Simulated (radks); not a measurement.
Task: These are the eigenvalues of the occupied orbitals of an atom or ion with whole-number occupations (hartree). Calculated with a radial shooting solver on a logarithmic mesh with Libxc functionals: Dirac Kohn-Sham, BLYP, spin-unpolarised, spherical densities, finite nucleus; Fermi nuclear charge, rms radius of each element as measured or else 0.836 A^(1/3) + 0.57 fm.

1s1/2: -691.2815
2s1/2: -96.93295
2p1/2: -88.99270
2p3/2: -85.47098
3s1/2: -16.40636
3p1/2: -13.41782
3p3/2: -12.84726
3d3/2: -7.56735
3d5/2: -7.46110
4s1/2: -2.41857
4p1/2: -1.58355
4p3/2: -1.50319
4d3/2: -0.31510
5s1/2: -0.24442
5p1/2: -0.10333

Which element is it, and in what charge state? The configuration may be excited. Open shells, if any, fill j = l - 1/2 first.

Result: Z = 41, niobium, charge 0: Nb in [Kr] 4d2 5s1 5p2. The list shows which subshells hold electrons but not how many an open one holds; the 1s level, -691.28 hartree, gives Z - s = 37.2 by -(Z - s)^2/2, which with screening and relativity narrows Z to a few neighbours, and the depths of the outer levels then fix element, charge and occupations together.
